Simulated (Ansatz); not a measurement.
Born–Oppenheimer molecular dynamics of AlBrH6N2O (11 atoms, charge 0, multiplicity 1). It starts at the highest image of a converged band, a first-order saddle point between two minima.

These are results of RKS PBE/def2-SVP in Ansatz 0.2.0, not measurements.

| Property | Result |
| --- | --- |
| ensemble | NVE (velocity Verlet) |
| time step | 0.5 fs |
| steps asked | 200 |
| starting velocities drawn for | 100 K |
| seed | 4806 |

Frames 1 fs apart, positions in Å, forces in eV/Å.

Velocities at 30 fs (Å/ps):

```
Al 0.01 -0.30 -0.46
N 1.57 0.64 3.56
H -10.07 5.84 1.21
H 6.47 -8.45 -9.13
O 0.97 -0.47 1.17
H -3.85 -2.38 2.15
N -2.58 2.20 -0.97
H 26.95 -2.23 -37.19
H -14.31 -1.72 16.43
Br -0.18 -0.19 -0.28
H 7.55 -0.01 6.95
```

```xyz
11
Properties=species:S:1:pos:R:3:forces:R:3 time_fs=30 energy_less_start_eV=-0.067 T=157
Al -0.238 0.606 0.037 0.68 0.11 -0.08
N -0.124 0.030 1.980 0.05 -0.63 -0.10
H -0.887 -0.541 2.375 0.07 0.21 0.01
H 0.753 -0.528 1.995 -0.19 0.24 0.02
O 1.449 0.086 -0.110 -0.24 -0.02 -0.12
H 1.935 0.238 -0.937 -0.08 -0.01 0.06
N -1.589 -0.220 -0.800 0.45 -0.23 0.54
H -1.731 -1.228 -0.720 -0.11 -0.01 -0.23
H -2.280 0.223 -1.383 -0.47 0.16 -0.31
Br -0.451 2.913 0.267 -0.11 0.01 -0.01
H 0.018 0.870 2.547 -0.05 0.18 0.23
11
Properties=species:S:1:pos:R:3:forces:R:3 time_fs=31 energy_less_start_eV=-0.070 T=160
Al -0.238 0.606 0.036 0.65 0.12 -0.05
N -0.123 0.031 1.983 0.14 -0.67 -0.04
H -0.897 -0.534 2.376 0.23 0.26 -0.04
H 0.758 -0.535 1.986 -0.43 0.37 0.06
O 1.450 0.086 -0.108 -0.36 -0.06 0.04
H 1.931 0.235 -0.935 0.02 0.01 -0.10
N -1.591 -0.218 -0.800 0.49 -0.20 0.55
H -1.704 -1.231 -0.758 -0.11 -0.08 -0.22
H -2.296 0.222 -1.368 -0.47 0.19 -0.32
Br -0.452 2.913 0.267 -0.11 0.00 -0.01
H 0.026 0.871 2.555 -0.05 0.05 0.14
11
Properties=species:S:1:pos:R:3:forces:R:3 time_fs=32 energy_less_start_eV=-0.077 T=167
Al -0.237 0.606 0.036 0.62 0.14 -0.02
N -0.121 0.031 1.987 0.16 -0.48 0.02
H -0.904 -0.525 2.377 0.29 0.23 -0.06
H 0.759 -0.538 1.978 -0.50 0.38 0.11
O 1.450 0.085 -0.107 -0.44 -0.09 0.15
H 1.927 0.233 -0.933 0.10 0.03 -0.22
N -1.593 -0.216 -0.801 0.30 -0.16 0.38
H -1.679 -1.234 -0.798 -0.10 -0.02 -0.21
H -2.317 0.223 -1.356 -0.26 0.09 -0.15
Br -0.452 2.913 0.266 -0.11 0.00 -0.01
H 0.033 0.872 2.564 -0.05 -0.12 0.01
11
Properties=species:S:1:pos:R:3:forces:R:3 time_fs=33 energy_less_start_eV=-0.086 T=174
Al -0.237 0.605 0.035 0.59 0.17 0.01
N -0.119 0.030 1.990 0.09 -0.13 0.04
H -0.909 -0.514 2.377 0.25 0.12 -0.03
H 0.756 -0.539 1.970 -0.39 0.26 0.15
O 1.451 0.085 -0.106 -0.46 -0.10 0.15
H 1.924 0.231 -0.934 0.11 0.03 -0.23
N -1.595 -0.214 -0.801 -0.01 -0.16 0.14
H -1.655 -1.237 -0.841 -0.09 0.14 -0.18
H -2.341 0.225 -1.345 0.07 -0.07 0.08
Br -0.452 2.913 0.266 -0.11 0.00 -0.01
H 0.039 0.872 2.574 -0.06 -0.26 -0.11
11
Properties=species:S:1:pos:R:3:forces:R:3 time_fs=34 energy_less_start_eV=-0.089 T=176
Al -0.236 0.605 0.035 0.54 0.19 0.03
N -0.117 0.030 1.994 -0.06 0.27 -0.01
H -0.911 -0.501 2.377 0.13 -0.03 0.03
H 0.749 -0.536 1.964 -0.12 0.05 0.18
O 1.451 0.084 -0.105 -0.40 -0.10 0.03
H 1.922 0.230 -0.937 0.05 0.01 -0.12
N -1.597 -0.213 -0.801 -0.28 -0.23 -0.08
H -1.631 -1.239 -0.885 -0.07 0.34 -0.14
H -2.364 0.226 -1.334 0.37 -0.21 0.28
Br -0.452 2.913 0.266 -0.11 0.00 -0.01
H 0.045 0.870 2.582 -0.05 -0.30 -0.18
11
Properties=species:S:1:pos:R:3:forces:R:3 time_fs=35 energy_less_start_eV=-0.087 T=175
Al -0.235 0.605 0.034 0.48 0.21 0.04
N -0.116 0.030 1.998 -0.25 0.61 -0.12
H -0.912 -0.489 2.377 -0.02 -0.19 0.10
H 0.741 -0.533 1.960 0.19 -0.20 0.19
O 1.451 0.084 -0.103 -0.30 -0.09 -0.14
H 1.921 0.228 -0.941 -0.03 -0.01 0.04
N -1.599 -0.211 -0.801 -0.41 -0.34 -0.21
H -1.608 -1.238 -0.930 -0.07 0.50 -0.08
H -2.383 0.225 -1.320 0.53 -0.25 0.37
Br -0.452 2.912 0.265 -0.11 0.00 -0.01
H 0.050 0.865 2.589 -0.02 -0.24 -0.18
11
Properties=species:S:1:pos:R:3:forces:R:3 time_fs=36 energy_less_start_eV=-0.085 T=174
Al -0.234 0.605 0.034 0.41 0.22 0.05
N -0.114 0.030 2.001 -0.41 0.75 -0.27
H -0.913 -0.478 2.379 -0.13 -0.31 0.14
H 0.734 -0.532 1.958 0.42 -0.39 0.20
O 1.450 0.083 -0.102 -0.20 -0.08 -0.30
H 1.919 0.226 -0.945 -0.11 -0.04 0.19
N -1.601 -0.210 -0.801 -0.33 -0.46 -0.22
H -1.586 -1.232 -0.976 -0.07 0.57 -0.02
H -2.398 0.222 -1.303 0.51 -0.19 0.33
Br -0.453 2.912 0.265 -0.12 -0.01 0.00
H 0.055 0.857 2.594 0.02 -0.07 -0.09
11
Properties=species:S:1:pos:R:3:forces:R:3 time_fs=37 energy_less_start_eV=-0.089 T=177
Al -0.233 0.605 0.033 0.33 0.23 0.07
N -0.113 0.030 2.004 -0.48 0.64 -0.41
H -0.916 -0.471 2.381 -0.14 -0.35 0.13
H 0.732 -0.535 1.958 0.45 -0.44 0.20
O 1.450 0.082 -0.101 -0.16 -0.08 -0.37
H 1.916 0.224 -0.947 -0.13 -0.04 0.24
N -1.604 -0.209 -0.802 -0.07 -0.56 -0.10
H -1.565 -1.220 -1.023 -0.06 0.52 0.02
H -2.407 0.216 -1.282 0.30 -0.04 0.19
Br -0.453 2.912 0.265 -0.11 -0.01 0.00
H 0.061 0.849 2.598 0.07 0.13 0.03
11
Properties=species:S:1:pos:R:3:forces:R:3 time_fs=38 energy_less_start_eV=-0.096 T=183
Al -0.231 0.605 0.033 0.25 0.22 0.08
N -0.112 0.032 2.007 -0.42 0.32 -0.50
H -0.919 -0.467 2.385 -0.05 -0.31 0.09
H 0.733 -0.542 1.959 0.26 -0.32 0.20
O 1.450 0.081 -0.100 -0.17 -0.11 -0.33
H 1.912 0.222 -0.947 -0.08 -0.03 0.18
N -1.607 -0.208 -0.802 0.30 -0.60 0.10
H -1.544 -1.204 -1.069 -0.05 0.38 0.03
H -2.414 0.211 -1.260 -0.02 0.16 0.01
Br -0.453 2.912 0.265 -0.11 0.00 0.00
H 0.067 0.842 2.602 0.11 0.30 0.14
11
Properties=species:S:1:pos:R:3:forces:R:3 time_fs=39 energy_less_start_eV=-0.100 T=186
Al -0.230 0.606 0.033 0.16 0.21 0.11
N -0.111 0.033 2.010 -0.28 -0.04 -0.50
H -0.924 -0.466 2.390 0.10 -0.21 0.02
H 0.737 -0.552 1.963 -0.05 -0.11 0.20
O 1.449 0.080 -0.100 -0.23 -0.14 -0.21
H 1.907 0.219 -0.945 0.01 -0.01 0.04
N -1.609 -0.208 -0.803 0.63 -0.57 0.28
H -1.523 -1.184 -1.115 -0.04 0.19 0.02
H -2.421 0.207 -1.238 -0.31 0.33 -0.14
Br -0.454 2.912 0.264 -0.11 0.00 0.01
H 0.074 0.838 2.608 0.12 0.35 0.18
11
Properties=species:S:1:pos:R:3:forces:R:3 time_fs=40 energy_less_start_eV=-0.100 T=187
Al -0.228 0.606 0.032 0.08 0.19 0.13
N -0.110 0.034 2.012 -0.11 -0.27 -0.38
H -0.927 -0.467 2.394 0.24 -0.09 -0.05
H 0.741 -0.562 1.968 -0.35 0.11 0.20
O 1.448 0.079 -0.099 -0.30 -0.18 -0.08
H 1.903 0.216 -0.942 0.11 0.01 -0.12
N -1.611 -0.208 -0.803 0.79 -0.46 0.38
H -1.503 -1.162 -1.161 -0.03 0.03 -0.02
H -2.431 0.206 -1.216 -0.42 0.40 -0.18
Br -0.454 2.911 0.264 -0.11 0.01 0.01
H 0.082 0.837 2.615 0.09 0.26 0.12
11
Properties=species:S:1:pos:R:3:forces:R:3 time_fs=41 energy_less_start_eV=-0.102 T=188
Al -0.226 0.606 0.032 0.01 0.18 0.15
N -0.110 0.035 2.014 0.03 -0.32 -0.21
H -0.928 -0.468 2.399 0.33 0.00 -0.09
H 0.741 -0.572 1.975 -0.51 0.26 0.18
O 1.447 0.078 -0.099 -0.32 -0.21 -0.01
H 1.899 0.214 -0.941 0.18 0.03 -0.21
N -1.612 -0.208 -0.803 0.69 -0.32 0.33
H -1.484 -1.140 -1.207 -0.04 -0.03 -0.03
H -2.445 0.209 -1.197 -0.28 0.32 -0.11
Br -0.454 2.911 0.264 -0.10 0.01 0.02
H 0.091 0.839 2.623 0.02 0.06 -0.02
```

Of the whole run (100 fs, mean temperature of the second half 100 K): The conserved energy stayed within 0.039 meV per atom of its start (net change 0.013 meV per atom), so the integration is sound. A run of 0.1 ps of so small a system gives no equilibrium averages. The orbitals stay closed-shell, which can raise the energy where a bond breaks towards radicals; this wasn't checked here.

Run time: 4.3 min on 4 threads of Arm Neoverse V1, with other jobs on the host, peak memory 0.18 GiB.
